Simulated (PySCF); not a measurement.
## Ca2Se at several levels of theory

All levels use the PBE0 minimum (triplet; Se–Ca 2.631 Å (×2); Ca–Se–Ca 120.2°), basis [Se def2-TZVP, Ca def2-TZVP], no relativity, density fitting, no spin–orbit coupling, PySCF. For vertical energies the ionised species is a doublet (spins chosen at PBE0 and kept) and the electron-attached one a doublet. Atomisation goes to high-spin ground-configuration atoms, without zero-point energy. Open shells are unrestricted, also as the reference of the correlated levels. A dash marks a value that was not computed or is not defined at that level.

```
level  atomisation (kJ/mol)  vertical IP (eV)  vertical EA (eV)  −ε(HOMO) (eV)  dipole (D)
 PBE0                     ?                 ?                 ?              ?           ?
   HF                   378              5.17              0.31           5.35        1.92
  MP2                     ?                 ?                 ?              –           –
  PBE                   523              4.91              1.28           3.23        2.21
```

Question: Fill in the row of MP2.

Answer: atomisation (kJ/mol) 458, vertical IP (eV) 5.17, vertical EA (eV) 0.74.

Question: Fill in the row of PBE0.

Answer: atomisation (kJ/mol) 509, vertical IP (eV) 5.08, vertical EA (eV) 1.17, −ε(HOMO) (eV) 3.86, dipole (D) 2.22.

Spin contamination in at least one species weakens the values at: HF, MP2.

Without diffuse functions attachment energies tend to come out too low.
